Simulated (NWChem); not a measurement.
## Convergence test for MgS (rocksalt type)

```
MgS
1.0
    0.00000     2.54196     2.54196
    2.54196     0.00000     2.54196
    2.54196     2.54196     0.00000
S Mg
1 1
Direct
  0.00000   0.00000   0.00000
  0.50000   0.50000   0.50000
```

All runs are NWChem calculations. Origin of the cell: lattice set by a structure generator, not relaxed at this level.

Norm-conserving pseudopotentials with valence charges S 6, Mg 2, fixed occupations, no spin-orbit coupling, density cut at twice the wavefunction cutoff.

The program generates the PBEsol runs' potentials with LDA.

Level: PBEsol, Troullier-Martins; cutoff 25 Ha. Even meshes are shifted off Γ, odd ones hold it, so the gap on the mesh jumps between them.

| k mesh | E − E(last row) (meV/atom) | gap on the mesh (eV) | rough relative cost |
|---|---|---|---|
| 1×1×1 | 6079.4 | 3.65 | 1 |
| 2×2×2 | 30.6 | 4.64 | under 3 |
| 3×3×3 | 135.6 | 3.74 | 6 |
| 4×4×4 | 0.1 | 3.40 | 20 |
| 5×5×5 | 7.1 | 3.11 | 30 |
| 6×6×6 | 0.0 | not printed | 70 |

The cheapest setting from which the total energy stays within 10 meV/atom of the last row is 4×4×4; the last row is the reference, not a converged limit.
